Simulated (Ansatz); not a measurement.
A run for Ansatz (a quantum-chemistry and plane-wave program): R-B3LYP/def2-TZVPP on F2GaHO (SMILES [OH][Ga]([F])[F]), a point of a torsion scan.

Ansatz 0.2 input:
```yaml
crystal:
  periodic: [false, false, false]
  atoms:
    - {symbol: O, position_ang: [1.22490145, -0.34862064, -0.36488558]}
    - {symbol: Ga, position_ang: [-0.46136913, -0.11018010, -0.07371992]}
    - {symbol: F, position_ang: [-1.68001486, -1.14466553, -0.72601558]}
    - {symbol: F, position_ang: [-0.98206197, 1.17827133, 0.97511794]}
    - {symbol: H, position_ang: [1.82167705, -0.05633932, 0.32926307]}
basis:
  gaussian:
    orbitals: def2-TZVPP
hamiltonian:
  xc: {name: B3LYP}
scf: {lower_state_search: off}
```

Give the final energy of this run.

-2200.6534 hartree.
